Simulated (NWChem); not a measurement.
System: C₂H₆BFO; SMILES COB(C)F

Here is an NWChem input.

```
start job
memory heap 200 mb stack 900 mb global 1100 mb
geometry units angstroms noautoz
  B     -0.112775     0.541790     0.000583
  F     -0.964558     1.583503     0.002404
  C      1.445656     0.794699    -0.000026
  H      1.940077     0.304607     0.865092
  H      1.682657     1.874808     0.035878
  H      1.922190     0.372304    -0.910453
  O     -0.720320    -0.675096    -0.004169
  C     -0.026721    -1.906534     0.002342
  H     -0.161940    -2.410788     0.982895
  H     -0.451627    -2.566265    -0.782074
  H      1.062001    -1.792304    -0.185769
end
basis spherical
  * library def2-svp
end
dft
  xc b3lyp
  iterations 150
  vectors input atomic output neutral.movecs
end
task dft energy
charge 1
dft
  odft
  mult 2
  vectors input atomic output cation.movecs
end
task dft energy
```

All runs use the structure optimised with PBE-D3(BJ)/def2-SVP. B3LYP is NWChem's, with the RPA form of VWN correlation.

Ions are spin-unrestricted doublets at the neutral geometry; other ion states weren't tried.

Q: Predict the main results of this run. (B3LYP/def2-SVP, vertical spin-unrestricted ions.) Quantities: vertical ionisation energy, ΔSCF (eV); −ε(HOMO) (eV).

A: 
```json
{
  "vertical ionisation energy, ΔSCF (eV)": "11.17",
  "−ε(HOMO) (eV)": "8.59"
}
```
